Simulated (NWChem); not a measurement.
## Correlation energy of phosphorus nitride (NP)

SMILES: N#P
```xyz
2

N      0.0000     0.0000     1.0149
P      0.0000     0.0000    -0.4736
```
Charge 0, spin multiplicity 1.

Program: NWChem. All single points use one geometry, from PBE0/def2-SVP, a minimum by its harmonic frequencies.

Basis set: def2-SVP. Each correlation energy counts from its own Hartree-Fock reference.

```
method        correlation energy (mHa)  difference from CCSD(T)
------------  ------------------------  -----------------------
MP2                             -290.3                    +17.4
SCS-MP2                         -281.5                    +26.3
CR-CCSD[T]                      -305.1                     +2.6
CR-CCSD(T)                      -304.1                     +3.7
CCSD                            -291.9                    +15.9
CCSD+T(CCSD)                    -309.1                     -1.3
CCSD(T)                         -307.7                      0.0
CCSDT                           -307.7                     +0.1
```

The values span 27.6 mHa, from CCSD+T(CCSD) (lowest) to SCS-MP2 (highest). 

The correlated methods keep 6 core orbitals frozen. Coupled-cluster values serve here as a point of comparison, not as the truth.
